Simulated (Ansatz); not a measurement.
| atom | x (Å) | y (Å) | z (Å) |
| --- | --- | --- | --- |
| Fe | 0.0000 | 0.0000 | 0.0000 |
| O | 0.0000 | 0.0000 | 1.6200 |
| O | 0.0000 | 0.0000 | -2.0800 |
| H | 0.1490 | -0.7452 | -2.6700 |
| H | -0.1490 | 0.7452 | -2.6700 |
| O | 2.0800 | 0.0000 | 0.0000 |
| H | 2.6700 | -0.7452 | 0.1490 |
| H | 2.6700 | 0.7452 | -0.1490 |
| O | -2.0800 | 0.0000 | 0.0000 |
| H | -2.6700 | 0.7452 | -0.1490 |
| H | -2.6700 | -0.7452 | 0.1490 |
| O | 0.0000 | 2.0800 | 0.0000 |
| H | 0.7259 | 2.6700 | -0.2250 |
| H | -0.7259 | 2.6700 | 0.2250 |
| O | 0.0000 | -2.0800 | 0.0000 |
| H | -0.7259 | -2.6700 | 0.2250 |
| H | 0.7259 | -2.6700 | -0.2250 |

Basis set: def2-SVP on H, O; pcseg-2 on Fe. Charge 2. Computed with Ansatz (development build ahead of 0.2.0); the lowest solution found for each multiplicity.

Task: How do the multiplicities compare at this shape? Give, from the lowest of each method, PBE0 (unrestricted) for 3, 5; PBE0 (restricted) for 3, 5; HF (unrestricted) for 3, 5; HF (restricted) for 3, 5.

Result:

| method | multiplicity | E (eV) | <S²> |
| --- | --- | --- | --- |
| PBE0, unrestricted | 3 | 0.372 | 2.86 |
| PBE0, unrestricted | 5 | 0.000 | 6.16 |
| PBE0, restricted | 3 | 0.673 | 2.00 |
| PBE0, restricted | 5 | 0.000 | 6.00 |
| HF, unrestricted | 3 | 1.007 | 3.67 |
| HF, unrestricted | 5 | 0.000 | 6.94 |
| HF, restricted | 3 | 1.411 | 2.00 |
| HF, restricted | 5 | 0.000 | 6.00 |

Caution for PBE0, unrestricted, HF, unrestricted: the unrestricted determinant is a mixture of spin states. Caution for PBE0, unrestricted: the unrestricted determinant is spin contaminated. Caution for PBE0, restricted, HF, restricted: an unrestricted determinant lies well below.
